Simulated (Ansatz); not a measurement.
MgH-, closed-shell singlet (lowest of 2S+1 = 1, 3 at CCSD(T)/def2-TZVPP on PBE0 minima; our sources give no spin for the ground state, which may be another), most abundant isotopes (1.0078 and 23.9850 u). Constants from fifth-degree fits in 1/R to seven points on the lowest solution found; no spin–orbit coupling, no relativity up to Kr; ω_e x_e and α_e move by some per cent with the fit.

Correlated levels freeze the inner cores; with def2 sets outer-core shells near the valence are correlated too.

Programs: Ansatz (Gaussian orbitals). 

```json
[
 {"level": "PBE/def2-TZVPP", "r_e (Å)": "1.9134", "ω_e (cm⁻¹)": "1033.6", "ω_e x_e (cm⁻¹)": "29.5", "α_e (cm⁻¹)": "0.212"},
 {"level": "CCSD(T)/def2-QZVPP", "r_e (Å)": "1.8550", "ω_e (cm⁻¹)": "1126.2", "ω_e x_e (cm⁻¹)": "39.1", "α_e (cm⁻¹)": "0.250"}
]
```

**Question.** Derive the rotational constants, the centrifugal constant, the fundamental, the zero-point energy and the force constant.

**Answer.** 
μ = 0.96718 u.
- PBE/def2-TZVPP: B_e = 16.8576/(μ r_e²) = 4.7607 cm⁻¹; B₀ = B_e − α_e/2 = 4.6547 cm⁻¹; D = 4B_e³/ω_e² = 4.04e-04 cm⁻¹; fundamental ω_e − 2ω_e x_e = 975 cm⁻¹; zero-point energy ω_e/2 − ω_e x_e/4 = 509 cm⁻¹; k = μ(2πcω_e)² = 60.9 N/m; the line J = 1 ← 0 at 2B₀ = 279.1 GHz
- CCSD(T)/def2-QZVPP: B_e = 16.8576/(μ r_e²) = 5.0652 cm⁻¹; B₀ = B_e − α_e/2 = 4.9404 cm⁻¹; D = 4B_e³/ω_e² = 4.10e-04 cm⁻¹; fundamental ω_e − 2ω_e x_e = 1048 cm⁻¹; zero-point energy ω_e/2 − ω_e x_e/4 = 553 cm⁻¹; k = μ(2πcω_e)² = 72.3 N/m; the line J = 1 ← 0 at 2B₀ = 296.2 GHz

Doubts at one or more of the structures used: a restricted determinant that unrestricted orbitals would lower (CCSD(T)/def2-QZVPP).

Ansatz is a quantum-chemistry and plane-wave program.
